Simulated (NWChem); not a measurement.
System: CH₆GaN; SMILES C[NH][GaH2]

The following NWChem deck was run.

```
start job
memory heap 200 mb stack 900 mb global 1100 mb
geometry units angstroms noautoz
  Ga    -0.047142    -0.815590     0.000000
  H      1.074947    -1.903098     0.000000
  H     -1.593629    -1.046943     0.000000
  N      0.506426     0.914404     0.000000
  C     -0.296544     2.110788     0.000000
  H      1.503153     1.105524     0.000000
  H     -0.120484     2.744535    -0.889719
  H     -0.120484     2.744535     0.889719
  H     -1.366151     1.849245     0.000000
end
basis spherical
  * library def2-svpd
end
dft
  xc b3lyp
  iterations 150
end
tddft
  cis
  nroots 6
  notriplet
end
task tddft energy
```

Parts of the log:

```
             Northwest Computational Chemistry Package (NWChem) 7.3.0
             --------------------------------------------------------

 CS  symmetry detected

                             Geometry "geometry" -> ""
                             -------------------------

 Output coordinates in angstroms (scale by  1.889725989 to convert to a.u.)

  No.       Tag          Charge          X              Y              Z
 ---- ---------------- ---------- -------------- -------------- --------------
    1 Ga                  31.0000    -0.04300295    -0.80099479     0.00000000
    2 H                    1.0000     1.07605754    -1.89161892     0.00000000
    3 H                    1.0000    -1.59012733    -1.02804639     0.00000000
    4 N                    7.0000     0.51537372     0.92745314     0.00000000
    5 C                    6.0000    -0.28426624     2.12606544     0.00000000
    6 H                    1.0000     1.51262834     1.11580068     0.00000000
    7 H                    1.0000    -0.10644458     2.75932039    -0.88971900
    8 H                    1.0000    -0.10644458     2.75932039     0.88971900
    9 H                    1.0000    -1.35459641     1.86749784     0.00000000

 Effective nuclear repulsion energy (a.u.)     180.3411283731

      Symmetry information
      --------------------

 Group name             Cs
 Group number              2
 Group order               2
 No. of unique centers     8

                                 NWChem DFT Module
                                 -----------------

 Summary of "ao basis" -> "ao basis" (spherical)
 ------------------------------------------------------------------------------
       Tag                 Description            Shells   Functions and Types
 ---------------- ------------------------------  ------  ---------------------
 Ga                        def2-svpd                14       38   6s4p4d
 H                         def2-svpd                 4        8   2s2p
 N                         def2-svpd                 8       20   4s2p2d
 C                         def2-svpd                 8       20   4s2p2d

      Symmetry analysis of basis
      --------------------------

        a'         86
        a"         40

            General Information
            -------------------
          SCF calculation type: DFT
          Wavefunction type:  closed shell.
          No. of atoms     :     9
          No. of electrons :    50
           Alpha electrons :    25
            Beta electrons :    25
          Charge           :     0
          Spin multiplicity:     1
          Use of symmetry is: off; symmetry adaption is: on
          Maximum number of iterations: 150
          AO basis - number of functions:   126
                     number of shells:    54
          Convergence on energy requested:  1.00D-06
          Convergence on density requested:  1.00D-05
          Convergence on gradient requested:  5.00D-04

              XC Information
              --------------
                         B3LYP Method XC Potential
                     Hartree-Fock (Exact) Exchange  0.200
                        Slater Exchange Functional  0.800 local
                    Becke 1988 Exchange Functional  0.720 non-local
              Lee-Yang-Parr Correlation Functional  0.810
                  VWN I RPA Correlation Functional  0.190 local

             Grid Information
             ----------------
          Grid used for XC integration:  medium
          Radial quadrature: Mura-Knowles
          Angular quadrature: Lebedev.
          Tag              B.-S. Rad. Rad. Pts. Rad. Cut. Ang. Pts.
          ---              ---------- --------- --------- ---------
          Ga                  1.30      112          11.0       590
          H                   0.35       45          13.0       434
          N                   0.65       49          10.0       434
          C                   0.70       49          12.0       434
          Grid pruning is: on
          Number of quadrature shells:   480
          Spatial weights used:  Erf1

      Superposition of Atomic Density Guess
      -------------------------------------

 Sum of atomic energies:       -2017.84127001

      Non-variational initial energy
      ------------------------------

 Total energy =   -2019.270080
 1-e energy   =   -3170.196453
 2-e energy   =     970.585244
 HOMO         =      -0.296073
 LUMO         =       0.007392

      Symmetry analysis of molecular orbitals - initial
      -------------------------------------------------

  Numbering of irreducible representations:

     1 a'          2 a"

  Orbital symmetries:

     1 a'          2 a'          3 a'          4 a'          5 a"
     6 a'          7 a'          8 a'          9 a'         10 a'
    11 a"         12 a'         13 a'         14 a'         15 a'
    16 a"         17 a"         18 a'         19 a'         20 a'
    21 a"         22 a'         23 a'         24 a'         25 a"
    26 a"         27 a'         28 a'         29 a'         30 a'
    31 a'         32 a"         33 a"         34 a'         35 a'

 !! scf_movecs_sym_adapt:    6 vectors were symmetry contaminated

  Symmetry fudging

   convergence    iter        energy       DeltaE   RMS-Dens  Diis-err
 ---------------- ----- ----------------- --------- --------- ---------
 d= 0,ls=0.0,diis     1  -2021.0125156239 -2.20D+03  1.59D-02  3.88D-01

 !! scf_movecs_sym_adapt:   12 vectors were symmetry contaminated

  Symmetry fudging
 d= 0,ls=0.0,diis     2  -2020.9698097406  4.27D-02  5.73D-03  7.64D-01

 !! scf_movecs_sym_adapt:    2 vectors were symmetry contaminated

  Symmetry fudging
 d= 0,ls=0.0,diis     3  -2021.0562318607 -8.64D-02  1.48D-03  5.90D-02
 d= 0,ls=0.0,diis     4  -2021.0625086476 -6.28D-03  5.84D-04  6.43D-03
 d= 0,ls=0.0,diis     5  -2021.0628686381 -3.60D-04  2.34D-04  2.48D-04
  Resetting Diis
 d= 0,ls=0.0,diis     6  -2021.0628893713 -2.07D-05  4.10D-05  4.75D-06
 d= 0,ls=0.0,diis     7  -2021.0628898600 -4.89D-07  1.24D-05  9.35D-07
 d= 0,ls=0.0,diis     8  -2021.0628897831  7.69D-08  7.23D-06  1.54D-06

         Total DFT energy =    -2021.062889783099
      One electron energy =    -3171.947390752002
           Coulomb energy =     1060.198511026448
    Exchange-Corr. energy =      -89.655138430597
 Nuclear repulsion energy =      180.341128373052

 Numeric. integr. density =       49.999970141454

                  Occupations of the irreducible representations
                  ----------------------------------------------

                     irrep           alpha         beta
                     --------     --------     --------
                     a'               19.0         19.0
                     a"                6.0          6.0

                       DFT Final Molecular Orbital Analysis
                       ------------------------------------

 Vector   23  Occ=2.000000D+00  E=-3.277611D-01  Symmetry=a'
              MO Center= -4.1D-02,  3.6D-01,  2.4D-11, r^2= 3.7D+00
   Bfn.  Coefficient  Atom+Function         Bfn.  Coefficient  Atom+Function
  ----- ------------  ---------------      ----- ------------  ---------------
    58      0.453989  4 N  s                 60     -0.326888  4 N  py
    14     -0.273585  1 Ga py                80     -0.197854  5 C  py
    17     -0.185837  1 Ga py               119      0.185266  9 H  s
    95      0.181193  6 H  s                 57     -0.177968  4 N  s
    47      0.176077  3 H  s                 59     -0.175757  4 N  px

 Vector   24  Occ=2.000000D+00  E=-3.035660D-01  Symmetry=a'
              MO Center= -1.7D-01, -1.2D+00,  5.7D-12, r^2= 2.8D+00
   Bfn.  Coefficient  Atom+Function         Bfn.  Coefficient  Atom+Function
  ----- ------------  ---------------      ----- ------------  ---------------
    39      0.333316  2 H  s                 47     -0.325383  3 H  s
    13      0.291707  1 Ga px                40      0.184801  2 H  s
    48     -0.181634  3 H  s                 10     -0.167590  1 Ga px
    16      0.157684  1 Ga px                58      0.144909  4 N  s
    96     -0.144504  6 H  s                 14     -0.100106  1 Ga py

[...]

                                NWChem TDDFT Module
                                -------------------

            General Information
            -------------------
           No. of orbitals :     252
            Alpha orbitals :     126
             Beta orbitals :     126
        Alpha frozen cores :       0
         Beta frozen cores :       0
     Alpha frozen virtuals :       0
      Beta frozen virtuals :       0
         Spin multiplicity :       1
    Number of AO functions :     126
        Use of symmetry is : off
      Symmetry adaption is : on
         Schwarz screening :  0.10D-07

              XC Information
              --------------
                  B3LYP Method XC Potential
              Hartree-Fock (Exact) Exchange   0.20
                 Slater Exchange Functional   0.80 local
             Becke 1988 Exchange Functional   0.72 non-local
       Lee-Yang-Parr Correlation Functional   0.81
           VWN I RPA Correlation Functional   0.19 local

             TDDFT Information
             -----------------
          Calculation type : Tamm-Dancoff TDDFT
         Wavefunction type : Restricted singlets
          No. of electrons :      50
           Alpha electrons :      25
            Beta electrons :      25
              No. of roots :       6
          Max subspacesize :    5200
            Max iterations :     100
               Target root :       1
           Target symmetry : none
      Symmetry restriction : off
                 Algorithm : Optimal
        Davidson threshold :  0.10D-03

    6 smallest eigenvalue differences (eV)
--------------------------------------------------------
  No. Spin  Occ  Vir  Irrep   E(Occ)    E(Vir)   E(Diff)
--------------------------------------------------------
    1    1   25   26 a'       -0.242    -0.038     5.536
    2    1   25   27 a"       -0.242     0.006     6.749
    3    1   24   26 a"       -0.304    -0.038     7.217
    4    1   25   28 a"       -0.242     0.024     7.228
    5    1   25   29 a"       -0.242     0.037     7.585
    6    1   25   30 a"       -0.242     0.045     7.802
--------------------------------------------------------

  Entering Davidson iterations
  Restricted singlet excited states

  Iter   NTrls   NConv    DeltaV     DeltaE      Time
  ----  ------  ------  ---------  ---------  ---------
    1      6       0     0.17E+00   0.10+100       26.6
    2     12       0     0.25E-01   0.17E-01       25.7
    3     18       0     0.60E-02   0.82E-03       25.5
    4     24       2     0.10E-01   0.21E-02       24.0
    5     28       3     0.16E-02   0.25E-03       22.2
    6     31       4     0.18E-03   0.29E-05       17.4
    7     33       6     0.59E-04   0.25E-07       16.0
  ----  ------  ------  ---------  ---------  ---------
  Convergence criterion met

  Ground state a'      -2021.062889783099 a.u.

  ----------------------------------------------------------------------------
  Root   1 singlet a'             0.194277585 a.u.                5.2866 eV
  ----------------------------------------------------------------------------
     Transition Moments    X -0.18091   Y -1.14579   Z -0.00000
     Dipole Oscillator Strength                    0.1742748095
     Electric Quadrupole                           0.0000001581
     Magnetic Dipole                               0.0000001532
     Total Oscillator Strength                     0.1742751208

     Occ.   23  a'  ---  Virt.   28  a'      -0.10758
     Occ.   25  a"  ---  Virt.   26  a"       0.97558
     Occ.   25  a"  ---  Virt.   37  a"      -0.05168
  ----------------------------------------------------------------------------
  Root   2 singlet a"             0.210733476 a.u.                5.7344 eV
  ----------------------------------------------------------------------------
     Transition Moments    X  0.00000   Y -0.00000   Z -0.37133
     Dipole Oscillator Strength                    0.0193719064
     Electric Quadrupole                           0.0000000721
     Magnetic Dipole                               0.0000006106
     Total Oscillator Strength                     0.0193725891

     Occ.   25  a"  ---  Virt.   27  a'       0.98037
     Occ.   25  a"  ---  Virt.   28  a'      -0.15194
     Occ.   25  a"  ---  Virt.   29  a'       0.07955
     Occ.   25  a"  ---  Virt.   31  a'      -0.06905
  ----------------------------------------------------------------------------
  Root   3 singlet a"             0.223631555 a.u.                6.0853 eV
  ----------------------------------------------------------------------------
     Transition Moments    X -0.00000   Y  0.00000   Z -0.01528
     Dipole Oscillator Strength                    0.0000348181
     Electric Quadrupole                           0.0000002712
     Magnetic Dipole                               0.0000031100
     Total Oscillator Strength                     0.0000381992

     Occ.   24  a'  ---  Virt.   26  a"      -0.99860
  ----------------------------------------------------------------------------
  Root   4 singlet a"             0.232757640 a.u.                6.3337 eV
  ----------------------------------------------------------------------------
     Transition Moments    X -0.00000   Y  0.00000   Z  0.24740
     Dipole Oscillator Strength                    0.0094974744
     Electric Quadrupole                           0.0000000231
     Magnetic Dipole                               0.0000001873
     Total Oscillator Strength                     0.0094976848

     Occ.   22  a'  ---  Virt.   26  a"       0.05169
     Occ.   23  a'  ---  Virt.   26  a"       0.13838
     Occ.   25  a"  ---  Virt.   27  a'       0.13859
     Occ.   25  a"  ---  Virt.   28  a'       0.96135
     Occ.   25  a"  ---  Virt.   29  a'       0.16639
  ----------------------------------------------------------------------------
  Root   5 singlet a"             0.247513614 a.u.                6.7352 eV
  ----------------------------------------------------------------------------
     Transition Moments    X -0.00000   Y  0.00000   Z -0.16195
     Dipole Oscillator Strength                    0.0043279328
     Electric Quadrupole                           0.0000000592
     Magnetic Dipole                               0.0000014828
     Total Oscillator Strength                     0.0043294747

     Occ.   23  a'  ---  Virt.   26  a"       0.74699
     Occ.   25  a"  ---  Virt.   27  a'      -0.06651
     Occ.   25  a"  ---  Virt.   28  a'      -0.20082
     Occ.   25  a"  ---  Virt.   29  a'       0.59574
     Occ.   25  a"  ---  Virt.   30  a'       0.17326
     Occ.   25  a"  ---  Virt.   31  a'      -0.07230
  ----------------------------------------------------------------------------
  Root   6 singlet a"             0.249701857 a.u.                6.7947 eV
  ----------------------------------------------------------------------------
     Transition Moments    X  0.00000   Y -0.00000   Z  0.29215
     Dipole Oscillator Strength                    0.0142086349
     Electric Quadrupole                           0.0000004345
     Magnetic Dipole                               0.0000019073
     Total Oscillator Strength                     0.0142109767

     Occ.   23  a'  ---  Virt.   26  a"      -0.62371
     Occ.   25  a"  ---  Virt.   27  a'      -0.06852
     Occ.   25  a"  ---  Virt.   29  a'       0.64441
     Occ.   25  a"  ---  Virt.   30  a'       0.42392
     Occ.   25  a"  ---  Virt.   31  a'      -0.05193

              Target root =      1
          Target symmetry = none
      Ground state energy =  -2021.062889783099
        Excitation energy =      0.194277584623
     Excited state energy =  -2020.868612198475

  stored tddft:energy   -2020.8686121984754
```

Level: B3LYP/def2-SVPD, TDA. Structure relaxed at the PBE0/def2-SVP level.
